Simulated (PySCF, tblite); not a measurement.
Isomers of C4H12OSi3. Method: GFN2-xTB as coded in tblite; computed harmonic values from a numerical Hessian at the method's own geometry, unscaled. This tight-binding method is rough: wavenumbers can miss measured ones by several per cent, in bad cases by 10 to 20. Modes of hydrogen on silicon can be 10 to 20 % off. One conformer each.

Electronic energies: PBE0/pcSseg-1 single points on the GFN2-xTB geometries (PySCF, gas phase).

| SMILES | electronic energy, lowest = 0 (kcal/mol) |
| --- | --- |
| C=C[SiH2]C([SiH3])([SiH3])C=O | 73.1 |
| O=C[Si@@H]1C[C@@H](C[SiH3])[SiH2]1 | 76.9 |
| C=C1CC[SiH2]O[SiH2][SiH2]1 | 13.1 |
| C=C1C[SiH2]O[Si@H](C)[SiH2]1 | 0.0 |

How do GFN2-xTB zero-point energies change the relative energies?

```
                            SMILES  ZPE (kcal/mol)  of it from modes above 1550 cm⁻¹  electronic (kcal/mol)  with ZPE, lowest = 0 (kcal/mol)  lowest mode (cm⁻¹)  rings
      C=C1C[SiH2]O[Si@H](C)[SiH2]1            89.0                              48.4                    0.0                              0.0                  36      1
        C=C1CC[SiH2]O[SiH2][SiH2]1            88.6                              47.0                   13.1                             12.7                  54      1
     C=C[SiH2]C([SiH3])([SiH3])C=O            82.4                              47.8                   73.1                             66.5                  25      0
O=C[Si@@H]1C[C@@H](C[SiH3])[SiH2]1            86.5                              46.6                   76.9                             74.4                  36      1
```

The zero-point energies span 6.6 kcal/mol, from `C=C[SiH2]C([SiH3])([SiH3])C=O` to `C=C1C[SiH2]O[Si@H](C)[SiH2]1`. The order is unchanged.

And how do the electronic energies of GFN2-xTB itself compare?

`C=C1C[SiH2]O[Si@H](C)[SiH2]1` 5.3; `C=C1CC[SiH2]O[SiH2][SiH2]1` 0.0; `C=C[SiH2]C([SiH3])([SiH3])C=O` 83.9; `O=C[Si@@H]1C[C@@H](C[SiH3])[SiH2]1` 96.9 kcal/mol, lowest = 0. Against the energies above, taken from the same isomer `C=C1C[SiH2]O[Si@H](C)[SiH2]1`, the largest difference is 18.4 kcal/mol.

What do entropy and thermal enthalpy add at 298.15 K and 1 bar (rigid rotor, harmonic oscillator, one conformer each)?

| SMILES | point group | symmetry number | S (cal/(mol K)) | H − H(0) (kcal/mol) | ZPE + H − H(0) − TS (kcal/mol) |
| --- | --- | --- | --- | --- | --- |
| C=C1C[SiH2]O[Si@H](C)[SiH2]1 | C1 | 1 | 107.9 | 8.24 | 65.0 |
| C=C1CC[SiH2]O[SiH2][SiH2]1 | C1 | 1 | 103.9 | 7.81 | 65.4 |
| C=C[SiH2]C([SiH3])([SiH3])C=O | C1 | 1 | 116.9 | 9.22 | 56.8 |
| O=C[Si@@H]1C[C@@H](C[SiH3])[SiH2]1 | C1 | 1 | 112.0 | 8.56 | 61.6 |
